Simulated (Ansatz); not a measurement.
Computed with Ansatz on PBE0-D4/def2-TZVP structures; ΔE is electronic, products minus reactants. CCSD(T)/CBS adds triple-zeta CCSD(T) − MP2 to the extrapolated MP2 energy (def2 sets, frozen cores). This one scheme is used for every species. DFT in def2-TZVPP. For Br outer-core shells are correlated without core-valence functions, which leaves a few kJ/mol of doubt a bond. Scalar relativity is left out up to krypton. One conformer a species, not always the lowest.

Reaction (substitution at a C–O bond): `OC(Cl)Cl` + HBr → `ClC(Cl)Br` + H₂O

`OC(Cl)Cl`:

Z-matrix (Å, degrees):
```
C
Cl 1 1.789
Cl 1 1.789 2 108.7
O 1 1.350 2 112.4 3 -125.1
H 1 1.085 2 107.1 3 115.5
H 4 0.965 1 109.5 2 61.5
```

HBr:

```xyz
2

Br    0.680    0.162    0.126
H    -0.680   -0.162   -0.126
```

`ClC(Cl)Br`:

Z-matrix (Å, degrees):
```
C
Cl 1 1.754
Br 1 1.934 2 111.2
Cl 1 1.754 2 111.5 3 -124.8
H 1 1.084 2 108.1 3 116.4
```

H₂O:

```xyz
3

O     0.119    0.271    0.253
H    -0.452    0.394   -0.508
H     0.333   -0.665    0.255
```

```tsv
level	ΔE (kJ/mol)
B97M-V	31.1
r2SCANh	30.3
```

(1) What does CCSD(T)/CBS give? (Estimate.)

Largest T1 diagnostic among the species: 0.010.

Answers

(1) Ansatz gave: +12.9 kJ/mol. The listed levels differ from it by 18.2, 17.4 kJ/mol.

At CCSD(T), def2-SVP lies +38.4 kJ/mol from the extrapolated value and def2-TZVPP +7.7 kJ/mol. The D4 term adds −5.4 kJ/mol with B3LYP and −2.7 kJ/mol with PBE0; it sums over pairs of atoms, weighted by their polarisabilities, and B3LYP, whose exchange is more repulsive, gets the larger term.

B3LYP here is the variant with VWN-RPA as its local correlation; programs differ in this.
